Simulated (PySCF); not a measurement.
Ti(OH)2(H)2 (H₄O₂Ti), SMILES [OH][TiH2][OH], multiplicity 1. Geometry: B3LYP-D3(BJ)/def2-TZVP. The multiplicity is an assumed one; other spin states were not compared. The values are those of a single conformer.

Computed equilibrium geometry at B3LYP-D3(BJ)/def2-TZVP (PySCF confirms it by a frequency run) as a Z-matrix, and its point group (one conformer of several):
point group C2v.
```
Ti
O 1 1.7719
H 2 0.9574 1 157.50
O 1 1.7719 2 119.96 3 0.00
H 4 0.9574 1 157.50 2 0.00
H 1 1.7000 2 106.96 3 121.85
H 1 1.7000 6 108.68 2 -115.15
```
